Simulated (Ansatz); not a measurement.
`[CH3][Al]([CH3])[NH2]` + H₂S → `[CH3][Al]([NH2])[SH]` + CH₄  (ligand exchange at the Al–C bond)

Program: Ansatz. Geometries: PBE0-D4/def2-TZVP. ΔE: electronic, gas phase. CBS: MP2 limit from def2 TZ/QZ plus the TZ coupled-cluster correction, frozen cores. This one scheme is used for every species. Functionals use def2-TZVPP. HSE06 is defined as in plane-wave codes. Each species was taken in one conformer, which may not be the lowest.

`[CH3][Al]([CH3])[NH2]`:

Z-matrix (Å, degrees):
```
C
Al 1 1.954
H 1 1.093 2 112.8
H 1 1.095 2 111.0 3 120.7
H 1 1.095 2 111.3 3 -121.1
C 2 1.954 1 123.5 3 176.1
N 2 1.774 1 118.4 3 -3.4
H 6 1.094 2 111.9 1 33.9
H 6 1.095 2 110.8 1 -84.9
H 6 1.093 2 112.4 1 155.4
H 7 1.007 2 125.0 1 0.9
H 7 1.007 2 125.1 1 -179.5
```

H₂S:

```xyz
3

S    -0.184    0.409    0.427
H     0.578    0.493   -0.673
H    -0.395   -0.903    0.246
```

`[CH3][Al]([NH2])[SH]`:

Z-matrix (Å, degrees):
```
C
Al 1 1.943
H 1 1.094 2 110.9
H 1 1.094 2 111.2 3 -118.8
H 1 1.093 2 112.0 3 120.4
N 2 1.767 1 122.2 3 -112.4
S 2 2.196 1 119.2 3 67.3
H 6 1.007 2 123.9 1 -0.3
H 6 1.006 2 126.1 1 179.6
H 7 1.344 2 94.1 1 -179.4
```

CH₄:

Cartesian coordinates in Å:
```
C 0.000 0.000 0.000
H 0.516 0.047 -0.958
H 0.717 -0.229 0.788
H -0.762 -0.778 -0.036
H -0.471 0.960 0.206
```

```json
{"level": "r2SCAN0-D4", "ΔE (kJ/mol)": "-127.1"}
{"level": "B2PLYP", "ΔE (kJ/mol)": "-123.2"}
{"level": "PBE0", "ΔE (kJ/mol)": "-123.0"}
{"level": "HSE06", "ΔE (kJ/mol)": "-123.1"}
{"level": "BHLYP", "ΔE (kJ/mol)": "-124.4"}
{"level": "CAM-B3LYP", "ΔE (kJ/mol)": "-119.6"}
{"level": "MP2/def2-TZVPP", "ΔE (kJ/mol)": "-126.1"}
{"level": "CCSD/def2-TZVPP", "ΔE (kJ/mol)": "-121.3"}
```

Problem. What does CCSD(T)/CBS give? (Estimate.)

Solution. The calculation gave: -123.2 kJ/mol. The listed levels differ from it by -3.9, 0.0, 0.2, 0.1, -1.2, 3.6, -2.9, 1.9 kJ/mol.

Largest T1 diagnostic among the species: 0.010.

From BLYP to BHLYP (50 % exact exchange), in def2-TZVPP and without D4, ΔE moves by −6.1 kJ/mol. Leaving LDA and LC-ωPBE aside and taking each functional with its dispersion term where it has one, the values, not all of them listed here, spread over 7.0 kJ/mol, from r2SCAN0-D4 to ωB97M-V. LDA lies +3.2 kJ/mol from PBE without D4. In def2-TZVPP, CCSD(T) changes the Hartree–Fock value by +7.9 kJ/mol (the triples alone add −0.3 kJ/mol) and MP2 by +3.4 kJ/mol.
